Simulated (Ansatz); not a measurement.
Basis sets compared for the cluster Sn4H8. Total charge 0; singlet. Geometry PBE-D4/def2-SVP. Ansatz on 4 threads of Arm Neoverse V2 on a shared host; times are rough, and most runs start from earlier orbitals.

```xyz
12

Sn    1.7514   -0.7267    0.4446
Sn   -1.6918    1.3517   -0.1018
Sn   -1.0200   -1.3413    0.4672
Sn    0.8298    2.1973   -1.3260
H    -3.1449    1.3192   -1.0656
H     2.8809   -1.3364   -0.7234
H     0.7017    0.6618   -2.2707
H    -1.1885   -2.5063   -0.8123
H     2.6313   -0.5506    1.9389
H    -2.1889    2.0150    1.4336
H    -1.3415   -2.1900    1.9547
H     1.7806    1.1064    0.0608
```

In the def2 sets Sn takes a core potential; there is no spin–orbit coupling. The structure comes from a short search, and lower isomers may exist.

Binding counts from free atoms (Sn triplet, H doublet) in the same basis, without a counterpoise term.

```
           level  functions  energy (Eh)  HOMO (eV)  LUMO (eV)  binding per atom (eV)  wall time
 PBE-D4/def2-SVP        144    -861.9563      -5.36      -2.91                   2.25      1.5 s
PBE0-D4/def2-SVP        144    -862.0024      -6.16      -2.25                   2.23      2.7 s
```

Question: Estimate the rows for PBE-D4/def2-TZVP (with forces), PBE0-D4/def2-TZVP.

Answer: 
```tsv
level	functions	energy (Eh)	HOMO (eV)	LUMO (eV)	binding per atom (eV)	wall time
PBE-D4/def2-TZVP (with forces)	248	-861.9921	-5.43	-2.97	2.26	3.7 s
PBE0-D4/def2-TZVP	248	-862.0341	-6.20	-2.28	2.25	6.5 s
```
